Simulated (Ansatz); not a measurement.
Calculated with Ansatz (gas phase, PBE0-D4/def2-TZVP geometries, no zero-point term in ΔE). CBS: MP2 limit from def2 TZ/QZ plus the TZ coupled-cluster correction, frozen cores. This one scheme is used for every species. Functionals use def2-TZVPP. One conformer a species, not always the lowest.

Consider the ligand exchange at a B–O bond: `COB(O)O` + H–F → `OB(O)F` + CH₃OH.

(1) Is it downhill or uphill in electronic energy at CCSD(T)/CBS, and by how much? (An estimate is asked.)

(2) What do these levels give: ωB97M-V, PBE, BLYP, MP2/def2-TZVPP, MP2/def2-QZVPP, MP2/CBS(def2)? (Estimate.)

Largest T1 diagnostic among the species: 0.012.

Answers

(1) Ansatz gave: Downhill: ΔE = -9.8 kJ/mol.

(2) The calculation gave: ωB97M-V -15.3, PBE -19.1, BLYP -23.8, MP2/def2-TZVPP -9.5, MP2/def2-QZVPP -8.2, MP2/CBS(def2) -7.2 kJ/mol.

Leaving LDA and LC-ωPBE aside and taking each functional with its dispersion term where it has one, the values, not all of them listed here, spread over 7.3 kJ/mol, from B97M-V to revPBE-D4. LDA lies +8.8 kJ/mol from PBE without D4. In def2-TZVPP, CCSD(T) changes the Hartree–Fock value by +13.1 kJ/mol (the triples alone add +1.8 kJ/mol) and MP2 by +15.7 kJ/mol. At CCSD(T), def2-SVP lies −7.3 kJ/mol from the extrapolated value and def2-TZVPP −2.3 kJ/mol.
